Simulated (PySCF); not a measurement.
Vertical excitations of a molecule C₂H₈ClNOSi from TDDFT-ωB97X/def2-SVPD (PySCF 2.14.0), as energy in eV (oscillator strength): 6.66 (0.008), 6.88 (0.005), 7.43 (0.091), 7.91 (0.066), 8.31 (0.038), 8.58 (0.003), 8.63 (0.009), 8.68 (0.021), 8.80 (0.080), 8.92 (0.032). Lowest triplet (TDA): 6.62 eV. The structure is a stationary point at B3LYP-D3(BJ)/def2-SVP. Other conformers were not sampled.

Task: Which molecule gave these data?
(A) CN[Si@](C)(O)Cl
(B) CN[Si@@H](Cl)OC
(C) CN(C)[SiH](O)Cl
(D) C[Si@@](O)(Cl)CN

Result: C, CN(C)[SiH](O)Cl
